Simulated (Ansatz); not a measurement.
Total energies of the cluster Sn2H (the lowest doublet isomer of a short search) from Ansatz at PBE-D4/def2-TZVP, gas phase (1 Eh = 27.2114 eV = 2625.5 kJ/mol). The reference geometry is relaxed at r2SCAN-D4/def2-TZVP.

| atom | x (Å) | y (Å) | z (Å) |
| --- | --- | --- | --- |
| Sn1 | -0.686 | -0.725 | 1.052 |
| Sn2 | 1.050 | -0.146 | -0.990 |
| H3 | -0.364 | 0.871 | -0.063 |

```json
{"state": "charge 0 doublet", "geometry": "reference", "energy (Eh)": "-429.19505"}
{"state": "charge 1 triplet", "geometry": "reference", "energy (Eh)": "-428.94107"}
{"state": "charge 0 quartet", "geometry": "relaxed at r2SCAN-D4/def2-TZVP", "energy (Eh)": "-429.15532"}
{"state": "free Sn atom (triplet)", "geometry": "–", "energy (Eh)": "-214.24935"}
{"state": "free H atom (doublet)", "geometry": "–", "energy (Eh)": "-0.49962"}
```

In the def2 sets Sn takes a core potential; there is no spin–orbit coupling.

(1) Work out the vertical ionisation energy to the triplet.

(2) Which of the charge 0 states is lowest, and how far above it are the others?

(3) What is the binding energy per atom against free atoms?

(1) E(charge 1 triplet) − E(charge 0 doublet) = -428.94107 − (-429.19505) = 0.25398 Eh = 6.91 eV. For comparison, −ε of the highest occupied level of the spin that leaves is 4.32 eV at this level, 2.59 eV less.

(2) The doublet. quartet: -429.15532 − (-429.19505) = 0.03973 Eh = 104.3 kJ/mol.

(3) Atoms: 2 × (-214.24935) + 1 × (-0.49962) = -428.99832 Eh. Binding: -428.99832 − (-429.19505) = 0.19673 Eh = 5.35 eV, or 1.78 eV for each of 3 atoms (no zero-point energy, no counterpoise term).

At PBE-D4/def2-TZVP the gap within one spin of the charge 0 quartet nearly closes, so an electron or hole may be smeared out by delocalisation error. 

The structure comes from a short search, and lower isomers may exist.
